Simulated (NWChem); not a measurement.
N₂H₃, doublet; SMILES N[NH]

```xyz
5

N     -0.1210    -0.7521     0.0073
N     -0.0142     0.5764    -0.0631
H      0.8402    -1.1105    -0.0476
H      0.8351     1.0573     0.2311
H     -0.8673     1.0759     0.1664
```
Atoms are numbered in this order, from 1.

Computed with NWChem. Spin-unrestricted. Geometry: optimised at PBE0/def2-SVP, spin-unrestricted. No stability test was run on the SCF state. Solvent water, SMD (1 M gas to 1 M solution), gas-phase geometry. Reactions with the solvent are ignored.

**Question.** Taking M06-2X/def2-TZVPP as the yardstick, which of these has the fewest basis functions while keeping “dipole in solution (D)” within 0.05 D of it: M06-2X/def2-TZVP; M06-2X/def2-TZVPD; M06-2X/def2-SVP; M06-2X/STO-3G; M06-2X/def2-SVPD?

**Answer.** M06-2X/def2-SVPD.
| level | basis functions | dipole in solution (D) | relative time (rough) |
|---|---|---|---|
| M06-2X/STO-3G | 13 | 2.73 | 1 |
| M06-2X/def2-SVP | 43 | 3.34 | 2 |
| M06-2X/def2-SVPD | 64 | 3.48 | 4 |
| M06-2X/def2-TZVP | 80 | 3.52 | 6 |
| M06-2X/def2-TZVPD | 101 | 3.50 | 10 |
| M06-2X/def2-TZVPP | 104 | 3.49 | 10 |

The yardstick is one finite set, not the basis-set limit.
